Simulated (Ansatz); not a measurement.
```xyz
4

P     0.0274   -0.0371    0.1495
H     1.1948   -0.0001   -0.6009
H    -0.6180    1.0376   -0.6968
H    -0.6345   -1.0155   -0.6784
```

Basis set: aug-cc-pVDZ (spherical functions). Frozen core: 5 orbitals. Charge 0, multiplicity 1.

Computed with Ansatz (development build ahead of 0.2.0); each method stands on the lowest determinant of its kind that the runs found. Restricted open shells among the atoms or ions are ROHF, correlated in semicanonical orbitals with singles.

(1) Give the atomization energy at this shape (free ground-state atoms in the same class of orbitals less the molecule, no zero-point energy) of singlet PH₃ by RHF-MP2, RHF.

## Answers

(1)

```tsv
method	atomization energy
RHF-MP2	210.33 kcal/mol
RHF	162.62 kcal/mol
```
